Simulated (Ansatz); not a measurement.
A structure relaxed at r2SCAN-D4/def2-SVPD in Ansatz, charge -1, singlet:

Cartesian coordinates in Å:
```
Be 1.1750 -1.2384 -0.4234
Be -0.9730 1.0237 0.3502
I 2.7000 -2.8370 -0.9706
I 0.0989 0.1861 -1.9305
I 0.4305 -0.7528 1.7373
I -3.2313 0.4479 0.4070
I -0.2000 3.1704 0.8300
```

Problem. Give its formula and point group.

Solution. the cluster Be₂I₅⁻. Point group C2v (tolerance 0.1 Å).

Problem. Summarise the bond lengths by kind (pairs closer than 1.2 times the sum of covalent radii, bridged metal pairs left out).

Solution. 7 × Be–I 2.28 to 2.66 Å.

In the def2 sets I takes a core potential; there is no spin–orbit coupling. Another isomer (singlet) lies 0.11 eV lower at PBE0-D4/def2-TZVPD; other spin states weren't run for this one.
